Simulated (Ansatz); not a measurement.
Z-matrix (Å, degrees):
```
Si
F 1 1.584
Cl 1 2.019 2 107.6
N 1 1.723 2 114.8 3 119.9
Cl 1 2.020 2 107.7 3 -120.5
H 4 1.022 1 115.7 2 2.8
```

Total charge 0; spin multiplicity 2.

Q: List the PBE/def2-TZVPP orbital energies in eV (the Gaussian-basis code of Ansatz). (Best estimate.)

A: The calculation gave: α occupied: -2739.66, -2739.65, -1782.51, -660.53, -381.89, -250.25, -250.23, -190.94, -190.92, -190.79, -190.77, -190.77, -190.75, -139.96, -96.73, -96.73, -96.66, -30.32, -22.04, -21.14, -21.03, -14.02, -12.40, -11.62, -11.49, -10.64, -10.24, -9.12, -8.90, -8.74, -8.32, -7.88, -7.85. α empty: -0.70, 0.18, 0.26, 1.15, 1.73, 2.69, 3.01, 3.67. β occupied: -2739.65, -2739.64, -1782.51, -660.53, -381.45, -250.24, -250.23, -190.93, -190.91, -190.77, -190.76, -190.75, -190.75, -139.96, -96.73, -96.73, -96.66, -30.32, -21.72, -20.98, -20.31, -13.94, -12.25, -11.56, -11.44, -10.52, -10.14, -9.07, -8.66, -8.57, -8.28, -7.40. β empty: -5.73, -0.61, 0.21, 0.39, 1.48, 1.83, 2.71, 3.07. ⟨S²⟩ = 0.753.
